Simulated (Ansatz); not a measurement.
This geometry of Cl2GaHO + H2 (7 atoms, charge 0, multiplicity 1) is a first-order saddle point.

Level of theory: RKS PBE-D4/def2-SVP in Ansatz 0.2.0.

```xyz
7
Properties=species:S:1:pos:R:3
Ga 0.082 0.248 -0.014
O 0.076 -0.042 1.901
H -0.787 -0.326 2.266
Cl 1.874 -0.339 -1.038
Cl -1.863 0.081 -0.928
H 0.271 1.897 0.779
H 0.144 1.266 1.539
```

(1) Which two structures does it join? (They come from a converged band through this point; their orientation in space is the band's.)

(2) How far does it lie above each of them?

Results:

(1) Bonds broken: H6–H7. Bonds formed: Ga1–H6, O2–H7. Cl2GaHO + H2 becomes Cl2GaH3O.

Image 0:

```xyz
7
Properties=species:S:1:pos:R:3
Ga -0.009 -0.236 0.152
O 0.010 -0.608 1.903
H -0.897 -0.595 2.265
Cl 1.834 -0.332 -0.929
Cl -1.852 0.154 -0.888
H 0.357 2.391 0.665
H 0.354 2.012 1.338
```

Image 8:

```xyz
7
Properties=species:S:1:pos:R:3
Ga 0.219 0.685 -0.182
O 0.064 0.089 1.871
H -0.836 -0.310 1.799
Cl 1.785 -0.624 -0.916
Cl -1.818 -0.129 -0.472
H 0.413 2.234 -0.082
H -0.030 0.841 2.488
```

(2) 66.4 kJ/mol above the first and 119.2 kJ/mol above the second. This is the barrier of this one path; another mechanism may lie lower. The orbitals stay closed-shell, which can raise the energy where a bond breaks towards radicals; this wasn't checked here.

The run took 120 s on 2 threads of Arm Neoverse V1 (shared host), peak memory 0.16 GiB.
